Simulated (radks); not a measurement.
Task: These are the eigenvalues of the occupied orbitals of an atom or ion with whole-number occupations (eV). Method: Dirac Kohn-Sham, exchange-only PBE, spin-unpolarised, spherical densities, finite nucleus; Fermi nuclear charge, rms radius of each element as measured or else 0.836 A^(1/3) + 0.57 fm; computed with a radial shooting solver on a logarithmic mesh with Libxc functionals.

| orbital | eigenvalue |
|---|---|
| 1s1/2 | -23098.75 |
| 2s1/2 | -3410.231 |
| 2p1/2 | -3162.952 |
| 2p3/2 | -3018.320 |
| 3s1/2 | -668.0263 |
| 3p1/2 | -571.2921 |
| 3p3/2 | -546.3784 |
| 3d3/2 | -375.1885 |
| 3d5/2 | -370.2687 |
| 4s1/2 | -151.0795 |
| 4p1/2 | -120.8752 |
| 4p3/2 | -116.6412 |
| 4d3/2 | -69.6822 |

Which element is it, and in what charge state? The configuration may be excited. Open shells, if any, fill j = l - 1/2 first.

Result: Z = 45, rhodium, charge +5: Rh5+ in [Kr] 4d4. The list shows which subshells hold electrons but not how many an open one holds; the 1s level, -848.86 hartree, gives Z - s = 41.2 by -(Z - s)^2/2, which with screening and relativity narrows Z to a few neighbours, and the depths of the outer levels then fix element, charge and occupations together.
